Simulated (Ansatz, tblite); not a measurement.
Removing an electron: SeH2 (H2Se). Charge 0, multiplicity 1. Geometry: PBE-D4/def2-TZVP. Ansatz, gas phase; energy differences of separate SCF runs; the oxidised species was run as a doublet alone.

```xyz
3

Se    0.0547    0.5506   -0.4202
H    -0.0584    0.3635    1.0430
H     0.0037   -0.9141   -0.6229
```

The xTB rows come from tblite. Correlated methods freeze 9 core orbitals; core or outer-core shells of Se are correlated, in sets that lack core-valence functions.

Task: Estimate orbital energies and vertical ionisation energies at: GFN1-xTB; GFN2-xTB; HF/def2-TZVP; HF/def2-TZVPP; PBE-D4/def2-TZVP; revPBE-D4/def2-TZVP; r2SCAN-D4/def2-TZVP; B97M-V/def2-TZVP; PBE0-D4/def2-TZVP; ωB97M-V/def2-TZVP; PBE-QIDH/def2-TZVP; MP2/def2-TZVPP; CCSD/def2-TZVPP; CCSD(T)/def2-TZVPP.

Result: 
| level | −HOMO (eV) | vertical IE (eV) | −LUMO (eV) | HOMO–LUMO gap (eV) |
| --- | --- | --- | --- | --- |
| GFN1-xTB | 10.19 | 15.63 | 4.38 | 5.81 |
| GFN2-xTB | 10.62 | 14.28 | 6.56 | 4.07 |
| HF/def2-TZVP | 9.77 | 8.73 | -3.29 | 13.06 |
| HF/def2-TZVPP | – | 8.73 | – | – |
| PBE-D4/def2-TZVP | 5.91 | 9.77 | 0.92 | 4.99 |
| revPBE-D4/def2-TZVP | 5.87 | 9.72 | 0.87 | 4.99 |
| r2SCAN-D4/def2-TZVP | 6.19 | 9.78 | 0.64 | 5.55 |
| B97M-V/def2-TZVP | 6.25 | 9.77 | 0.70 | 5.55 |
| PBE0-D4/def2-TZVP | 7.10 | 9.77 | -0.01 | 7.11 |
| ωB97M-V/def2-TZVP | 9.31 | 9.77 | -1.98 | 11.29 |
| PBE-QIDH/def2-TZVP | – | 9.80 | – | – |
| MP2/def2-TZVPP | – | 9.76 | – | – |
| CCSD/def2-TZVPP | – | 9.69 | – | – |
| CCSD(T)/def2-TZVPP | – | 9.75 | – | – |

 Raw xTB energy differences between charge states are shifted by several eV; the methods need an empirical correction for them.
